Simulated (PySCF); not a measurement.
**Dipole response of Sn⁺ (tin, charge +1)**

[Kr] 4d10 5s2 5p1, 2P determinant. Computed with PySCF 2.14 in aug-cc-pVQZ-DK3 (9s8p6d3f2g, 102 functions), with scalar relativity by spin-free X2C-1e. Coupled (time-dependent) response in atomic units; α is the mean over directions.

```
   method  mean α (bohr³)         α xx, yy, zz  C₆ (like pair)  S(−4)
BHandHLYP           27.14  25.48, 30.47, 25.48           207.1  246.3
```

S(−4) is the Cauchy moment in α(ω) = α(0) + S(−4) ω² + …

Spin-orbit coupling is absent.

α(iu) at BHandHLYP:

```
u (hartree)  α(iu) (bohr³)
          0          27.14
     0.0500          26.55
      0.100          24.92
      0.200          20.23
      0.300          15.69
      0.500          9.694
      0.750          6.062
       1.00          4.267
       1.50          2.574
       2.00          1.774
       3.00          1.005
       5.00         0.4448
```

A single London oscillator, α(iu) = α/(1 + u²/ω²), gives C₆ = (3/4) ω α². Matching the computed C₆ needs ω = 4 × 207.1 / (3 × 27.14²) = 0.375 hartree.

For an ion, C₆ is the dispersion term alone; charge-induced terms of lower order in 1/R come first.

The components differ because the open shell of this determinant is not spherical; for a pure term their mean is the scalar polarisability.
